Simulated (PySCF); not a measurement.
# Telling isomers of C$_{6}$H$_{10}$Si apart by NMR

Method: coordinates at the GFN2-xTB level, σ from GIAO-PBE0/pcSseg-1, in PySCF 2.14.0 with density-fitted response routines (one averaged value for each set of equivalent atoms, no solvent, a single conformation, no relativistic terms).

References, each an isolated molecule treated in the same way: $^{1}$H and $^{13}$C against TMS. Where no couplings were computed, multiplicities follow the n + 1 count of equivalent neighbours, and m marks all less simple cases (inequivalent or close neighbours, rings, F or P nearby). Shifts are as computed. Against solution values, carbons near 30 ppm lie about +3 ppm off and those near 130 ppm about +5 ppm. Of 1211 compounds with measured shifts, 218 miss one by over three times the rms of a fit or turn the order of signals round; such compounds aren't used in these exercises.

(1) Tabulate the signals of `C=C(C)[SiH2]C1C=C1`, `CC#C[SiH]1CCC1`, `C=C1C=C(C)[SiH2]C1`, `C=C[SiH](C=C)C=C` and their relative energies.

(2) What is the quickest way to tell CC#C[SiH]1CCC1 from C=C1C=C(C)[SiH2]C1?

(3) What is the quickest way to tell C=C(C)[SiH2]C1C=C1 from C=C[SiH](C=C)C=C?

(4) What is the quickest way to tell CC#C[SiH]1CCC1 from C=C[SiH](C=C)C=C?

Results:

(1) 
```tsv
SMILES	carbon types	δC	δH	E rel. (kcal/mol)
C=C(C)[SiH2]C1C=C1	1×C 3×CH 1×CH2 1×CH3	151.3, 133.8, 120.3, 28.2, 1.7	7.41 (m, 2H), 6.16 (br s, 1H), 5.91 (br s, 1H), 4.11 (d, 2H), 2.04 (s, 3H), 0.81 (m, 1H)	60.8
CC#C[SiH]1CCC1	2×C 3×CH2 1×CH3	115.8, 86.0, 20.3, 16.5, 6.1	5.17 (m, 1H), 2.24 (m, 1H), 2.19 (m, 1H), 2.11 (s, 3H), 1.72 (m, 2H), 1.52 (m, 2H)	23.5
C=C1C=C(C)[SiH2]C1	2×C 1×CH 2×CH2 1×CH3	159.7, 158.3, 152.7, 118.2, 23.5, 13.6	6.99 (s, 1H), 5.50 (br s, 1H), 5.30 (br s, 1H), 4.66 (m, 2H), 2.23 (s, 3H), 1.89 (m, 2H)	0.0
C=C[SiH](C=C)C=C	3×CH 3×CH2	145.5, 140.5	6.61 (m, 3H), 6.52 (m, 3H), 6.16 (m, 3H), 5.06 (q, 1H)	27.6
```

Energies are electronic energies at PBE0/pcSseg-1 on these geometries, without zero-point or thermal terms, each for the one conformer computed, which needn't be the lowest.

(2) Count the carbon signals: 5 against 6. The first has an alkyne carbon (C) at 86.0 ppm, the second an alkene CH at 158.3 ppm. Their most deshielded carbons lie at 115.8 and 159.7 ppm. In the proton spectra the most deshielded non-exchanging signals are 5.17 (m, 1H) and 6.99 (s, 1H).

(3) Count the carbon signals: 5 against 2. The first has a fully substituted alkene carbon (C) at 151.3 ppm, the second an alkene CH at 140.5 ppm. Their most deshielded carbons lie at 151.3 and 145.5 ppm. In the proton spectra the most deshielded non-exchanging signals are 7.41 (m, 2H) and 6.61 (m, 3H).

(4) Count the carbon signals: 5 against 2. The first has an alkyne carbon (C) at 115.8 ppm, the second a terminal =CH2 carbon at 145.5 ppm. In the proton spectra the most deshielded non-exchanging signals are 5.17 (m, 1H) and 6.61 (m, 3H).
